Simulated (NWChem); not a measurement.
GaHOBrCl; SMILES [Br][Ga]([OH])[Cl]

```xyz
5

Ga     0.3315    -0.4936     0.0000
Cl    -1.1415    -2.0644     0.0000
Br    -0.2763     1.6980     0.0000
O      2.0741    -0.8963     0.0000
H      2.2045    -1.8647     0.0000
```
Atoms are numbered in this order, from 1.

All runs: NWChem. Medium grid unless said otherwise, to which SCAN and Minnesota functionals are sensitive. Geometry: optimised at PBE-D3(BJ)/def2-SVP. Hybrids' shares of exact exchange are those that their runs print; pure functionals count as 0. The functionals differ in more than this share.

| row | share of exact exchange | highest occupied level (eV) |
|---|---|---|
| PBE/def2-SVP | 0.00 | -7.36 |
| N12/def2-SVP | 0.00 | -7.18 |
| B3LYP/def2-SVP | 0.20 | -8.38 |
| B3PW91/def2-SVP | 0.20 | -8.52 |
| MPW1K/def2-SVP | 0.43 | -9.75 |
| M06-2X/def2-SVP | 0.54 | -9.97 |
| Hartree-Fock/def2-SVP | 1.00 | withheld |

### Question
Fit a straight line of the last column on the one before it, predict the withheld value, and compare with the run.

### Answer

1. Means of the 6 shown rows: x = 0.228, y = -8.527. Slope Σ(x − x̄)(y − ȳ)/Σ(x − x̄)² = -1.275/0.2437 = -5.231; intercept -7.332.
2. The shown rows scatter about the line by 0.134 (root mean square); the largest residual is +0.19, at M06-2X/def2-SVP.
3. At x = 1.00 (Hartree-Fock/def2-SVP; beyond the shown range) the line gives -12.56.
4. The run gives -11.77, +0.79 from the line, 5.9 times the scatter.
